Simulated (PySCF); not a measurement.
# Excitation energy of In²⁺ by level of theory

In²⁺ [Kr] 4d10 5s1 (2S) → In²⁺ [Kr] 4d10 5p1 (2P), as a difference of total energies. Calculation: PySCF 2.14, in aug-cc-pVQZ-PP with one added diffuse shell each of s, p, d, f, g type with ECP28MDF (8s8p6d4f3g, 117 functions); a scalar-relativistic core potential. The calculations carry no spin-orbit coupling.

```json
{"method": "UHF", "excitation energy (eV)": "7.013"}
{"method": "LDA", "excitation energy (eV)": "7.669"}
{"method": "PBE", "excitation energy (eV)": "7.466"}
{"method": "PBE0", "excitation energy (eV)": "7.392"}
{"method": "r2SCAN", "excitation energy (eV)": "7.400"}
{"method": "MN15", "excitation energy (eV)": "7.493"}
{"method": "r2SCAN0", "excitation energy (eV)": "7.371"}
{"method": "r2SCANh", "excitation energy (eV)": "7.388"}
```
